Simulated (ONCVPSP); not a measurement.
An all-electron radial function and its pseudo partner (chromium (Cr))

Columns: radius, all-electron u(r) and pseudo u(r) of the 3p shell (level -45.34 eV) of chromium in the configuration [Ne] 3s2 3p6 3d5 4s1; PBEsol, scalar-relativistic, ONCV scheme, ONCVPSP 4.0.1.

```
r (bohr)  all-electron  pseudo
   0.082       -0.3903  0.0291
   0.165       -0.5635  0.1149
   0.248       -0.3588  0.2491
   0.330        0.0022  0.4149
   0.413        0.3736  0.5969
   0.495        0.6750  0.7693
   0.578        0.8919  0.9159
   0.660        1.0222  1.0190
   0.742        1.0835  1.0750
   0.825        1.0919  1.0860
   0.908        1.0623  1.0597
   0.990        1.0088  1.0080
   1.072        0.9408  0.9406
   1.155        0.8644  0.8643
   1.238        0.7858  0.7856
   1.320        0.7091  0.7090
   1.402        0.6357  0.6356
   1.485        0.5660  0.5659
   1.568        0.5017  0.5016
   1.650        0.4437  0.4437
   1.733        0.3907  0.3906
   1.815        0.3436  0.3436
   1.898        0.3011  0.3011
   1.980        0.2639  0.2638
   2.062        0.2309  0.2308
   2.145        0.2014  0.2013
```

**Question.** How many radial nodes do the two functions have?

**Answer.** The all-electron 3p function has n − l − 1 = 1; the pseudo-wave has 0, since the states of the same l below it are removed with the core.

**Question.** At about which radius was the pseudo-wave matched?

**Answer.** 1.15 bohr, where the columns begin to agree (steps of 0.08 bohr).

**Question.** Where does each function peak?

**Answer.** Outermost all-electron maximum near 0.82 bohr, pseudo maximum near 0.82 bohr (to the table’s step).

**Question.** Is the pseudo-wave norm-conserving?

**Answer.** Yes: the ONCV scheme keeps the norm inside the radius equal to the all-electron one, which fixes the energy derivative of the logarithmic derivative at the level.
